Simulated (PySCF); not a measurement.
## `CC(C)[C@@H](C)CC=O`, C₇H₁₄O

Molfile (atoms numbered from 1):
```
C7H14O
     RDKit          3D

 22 21  0  0  0  0  0  0  0  0999 V2000
   -1.7472    0.7100   -1.1466 C   0  0  0  0  0  0  0  0  0  0  0  0
   -1.1690   -0.3224   -0.1822 C   0  0  0  0  0  0  0  0  0  0  0  0
   -2.1645   -0.5824    0.9458 C   0  0  0  0  0  0  0  0  0  0  0  0
    0.2179    0.0864    0.3537 C   0  0  1  0  0  0  0  0  0  0  0  0
    0.7680   -0.8994    1.3823 C   0  0  0  0  0  0  0  0  0  0  0  0
    1.2392    0.2712   -0.7733 C   0  0  0  0  0  0  0  0  0  0  0  0
    2.5327    0.8702   -0.3000 C   0  0  0  0  0  0  0  0  0  0  0  0
    3.6298    0.4804   -0.5961 O   0  0  0  0  0  0  0  0  0  0  0  0
   -2.7526    0.4104   -1.4788 H   0  0  0  0  0  0  0  0  0  0  0  0
   -1.1360    0.8404   -2.0513 H   0  0  0  0  0  0  0  0  0  0  0  0
   -1.8411    1.6944   -0.6576 H   0  0  0  0  0  0  0  0  0  0  0  0
   -1.0332   -1.2701   -0.7382 H   0  0  0  0  0  0  0  0  0  0  0  0
   -2.2731    0.3084    1.5876 H   0  0  0  0  0  0  0  0  0  0  0  0
   -1.8659   -1.4239    1.5864 H   0  0  0  0  0  0  0  0  0  0  0  0
   -3.1592   -0.8184    0.5382 H   0  0  0  0  0  0  0  0  0  0  0  0
    0.0923    1.0681    0.8532 H   0  0  0  0  0  0  0  0  0  0  0  0
    1.7875   -0.6244    1.6952 H   0  0  0  0  0  0  0  0  0  0  0  0
    0.8212   -1.9162    0.9590 H   0  0  0  0  0  0  0  0  0  0  0  0
    0.1509   -0.9418    2.2900 H   0  0  0  0  0  0  0  0  0  0  0  0
    0.8477    0.9711   -1.5324 H   0  0  0  0  0  0  0  0  0  0  0  0
    1.4613   -0.6798   -1.2839 H   0  0  0  0  0  0  0  0  0  0  0  0
    2.4060    1.7626    0.3739 H   0  0  0  0  0  0  0  0  0  0  0  0
  1  2  1  0
  2  3  1  0
  2  4  1  0
  4  5  1  0
  4  6  1  0
  6  7  1  0
  7  8  2  0
  1  9  1  0
  1 10  1  0
  1 11  1  0
  2 12  1  0
  3 13  1  0
  3 14  1  0
  3 15  1  0
  4 16  1  1
  5 17  1  0
  5 18  1  0
  5 19  1  0
  6 20  1  0
  6 21  1  0
  7 22  1  0
M  END
```

Level of theory: PySCF 2.14.0, quadratic response CAM-B3LYP/aug-cc-pVDZ first hyperpolarisability, Taylor convention, gas phase. Geometry: PBE0-D3(BJ)/def2-SVP.

(1) Give β for the processes computed.

(2) Which lowest excitations, dipole and polarisabilities go with it?

## Answers

(1) In au, Taylor convention; the vector part is βᵢ = ⅓ Σⱼ (βᵢⱼⱼ + βⱼᵢⱼ + βⱼⱼᵢ); β∥ is 3/5 of the vector part along the dipole, the dipole points from − to +:
```csv
process,λ (nm),β vector norm,β∥,β HRS,depolarisation ratio
"static β(0;0,0)",∞,104.5,-50.2,40.0,6.89
"second harmonic β(−2ω;ω,ω)",1907,108.0,-51.5,41.4,6.84
"Pockels β(−ω;ω,0)",1907,105.7,-50.6,–,–
"second harmonic β(−2ω;ω,ω)",1064,116.5,-54.6,44.8,6.72
"Pockels β(−ω;ω,0)",1064,108.2,-51.6,–,–
```

(2) S1 4.28 eV (f = 0.000); S2 6.71 eV (f = 0.014); S3 7.09 eV (f = 0.042); dipole 3.24 D; isotropic α 90.3 au static, 90.5 au at 1907 nm, 91.0 au at 1064 nm, 91.1 au at 953.5 nm, 93.0 au at 532 nm.
